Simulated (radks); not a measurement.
All-electron atom: Eu4+ in [Xe] 4f5. All-electron calculation, Dirac Kohn-Sham, LDA (Slater exchange, Perdew-Wang correlation), spin-unpolarised, spherical densities, finite nucleus; open shells fill j = l - 1/2 first; Fermi nuclear charge, rms radius 5.1115 fm. Program: a radial shooting solver on a logarithmic mesh with Libxc functionals.

Spin-orbit splittings of the eigenvalues, e(l+1/2) - e(l-1/2), with zeta = 2 splitting/(2l+1) and mean radii in bohr:

| shell | occ. | splitting (eV) | zeta (eV) | <r> j=l-1/2 | <r> j=l+1/2 |
|---|---|---|---|---|---|
| 2p | 6 | 647.1 | 431.4 | 0.07910 | 0.08583 |
| 3p | 6 | 131.8 | 87.87 | 0.2390 | 0.2519 |
| 3d | 10 | 28.70 | 11.48 | 0.2237 | 0.2277 |
| 4p | 6 | 29.55 | 19.70 | 0.5769 | 0.6060 |
| 4d | 10 | 5.357 | 2.143 | 0.6421 | 0.6522 |
| 4f | 5 | 0.7393 | 0.2112 | 0.8193 | 0.8273 |
| 5p | 6 | 4.718 | 3.145 | 1.445 | 1.520 |
